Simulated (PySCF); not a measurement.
# One molecule, several mistakes: AlCClH4N

All numbers below are calculated, not measured. They come from PySCF 2.14.0, an open-source quantum chemistry program, on an isolated molecule that a program drew, which may never have been made. The molecule is AlCClH4N (charge 0, doublet), drawn as the SMILES string `N[CH2][Al][Cl]`.

Each row is a Hartree-Fock (HF) and frozen-core CCSD(T) single point in the cc-pV(D+d)Z basis, meant for a local HF minimum. Run 1 is clean. Each other run has one planted mistake out of seven kinds, and not every kind appears here: one electron removed, one electron added, multiplicity raised by two, geometry at a saddle point, minimal basis STO-3G, one bond length entered in bohr, all coordinates scaled. The reference is restricted for singlets and unrestricted otherwise, and also for a bond in bohr. Adding or removing an electron swaps singlet and doublet. Electrons count all cores. HOMO and LUMO are orbital energies over both spins, the gradient is its largest component, and the lowest frequency (negative if imaginary) is given only where the gradient is small. Bond lengths are over the 7 bonds as drawn. T1 is the CCSD diagnostic: over 0.02 (restricted) or 0.045 (unrestricted) a single reference is doubtful.

Geometry of the clean run:
```xyz
8
AlCClH4N, angstrom
N    -1.8556    0.7299   -0.4805
C    -0.6073    0.9228    0.2615
Al    0.6267    2.4306   -0.2342
Cl    2.4116    2.5847    0.9403
H    -2.4315    1.5529   -0.4267
H    -1.6690    0.5893   -1.4590
H    -0.0207   -0.0024    0.2107
H    -0.8445    1.0387    1.3259
```

| run | electrons | basis functions | <S^2> | HOMO (eV) | LUMO (eV) | gradient (hartree/bohr) | lowest frequency (cm^-1) | mean bond (Å) | longest bond (Å) | T1 | HF (hartree) | CCSD(T) (hartree) | mistake |
|---|---|---|---|---|---|---|---|---|---|---|---|---|---|
| 1 | 47 | 94 | 0.761 | -8.29 | 0.79 | 1.3e-05 | 51 | 1.4033 | 2.142 | 0.0153 | -796.10666 | -796.65975 | no fault |
| 2 | 46 | 94 | 0.000 | -15.00 | -6.72 | 6.0e-02 | - | 1.4033 | 2.142 | 0.0287 | -795.82875 | -796.39174 | one electron removed |
| 3 | 47 | 94 | 1.429 | -8.73 | 0.52 | 2.2e-02 | - | 1.5426 | 2.142 | 0.0460 | -795.99318 | -796.54164 | one bond length entered in bohr |
| 4 | 47 | 32 | 0.761 | -5.72 | 5.60 | 4.1e-02 | - | 1.4033 | 2.142 | 0.0112 | -787.10131 | -787.25491 | minimal basis STO-3G |
| 5 | 48 | 94 | 0.000 | -0.73 | 6.59 | 4.7e-02 | - | 1.4033 | 2.142 | 0.0116 | -796.10379 | -796.68631 | ? |

**Which mistake was planted in run 5, and what did it cost?**

It counts 48 electrons, one more than the clean run, at the same geometry and basis. So the mistake is: one electron added. Subtracting run 1 and multiplying by 627.51 kcal/mol a hartree, the energy moved by 1.8 kcal/mol in HF and -16.7 kcal/mol in CCSD(T).

Cautions from the logs. Run 2: T1 is over the limit, so its CCSD(T) energy is less reliable; run 3: T1 is over the limit, so its CCSD(T) energy is less reliable.
